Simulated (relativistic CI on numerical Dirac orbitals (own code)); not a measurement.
# Pt+: L2,3 absorption edge

Computed with this model: Dirac-Coulomb-Breit CI, separate exchange-only KLI orbitals for each configuration, model QED (radiative potential, 1s self-energy scaled to tabulated hydrogen-like ionisation energies), multiplet model of core-to-valence dipole absorption, unscaled Slater integrals; configurations [Xe] 4f14 5d9 → [He] 2s2 2p5 3s2 3p6 3d10 4s2 4p6 4d10 4f14 5s2 5p6 5d10; 80 K; Lorentzian 5 eV and Gaussian 1 eV FWHM. Energies are those of the free ion, without screening or charge transfer. The branching ratio is the share of the lower-energy edge in the whole absorption, uncertain by about 0.02 where the edges overlap. S is read from ⟨S²⟩ = S(S + 1).

Field parameters in Wybourne normalisation: D4h B²₀ = −7Ds, B⁴₀ = 21(Dq − Dt), B⁴₄ = 21√(5/14) Dq. The field is a parameter set, without covalency.

free ion: ground-state S = 0.50, centroid 11558.46 eV. Peaks (eV, height): 11558.5 (100).

D4h, 10Dq = 18900, Ds = -1500, Dt = -410 cm⁻¹: ground-state S = 0.50, centroid 11856.71 eV, branching ratio 0.827. Peaks (eV, height): 11560.0 (100), 13271.0 (21).

D4h, 10Dq = 18900, Ds = 430, Dt = -410 cm⁻¹: ground-state S = 0.50, centroid 11842.62 eV, branching ratio 0.835. Peaks (eV, height): 11559.5 (100), 13270.5 (20).

The statistical ratio of this edge is 2/3 = 0.667. Values above it arise where the holes sit mainly in the j = l + 1/2 valence subshell or the ground state has high spin; values below it where core-valence Coulomb terms move weight to the upper edge, as in nearly empty shells. At deep edges of heavy elements the radial integrals of the two core levels differ, which raises the baseline.

Strongest unbroadened transitions for D4h, 10Dq = 18900, Ds = 430, Dt = -410 cm⁻¹:

```csv
Energy (eV),Relative strength
11559.67,1.6
11559.70,100.0
13270.26,0.3
13270.29,19.8
```
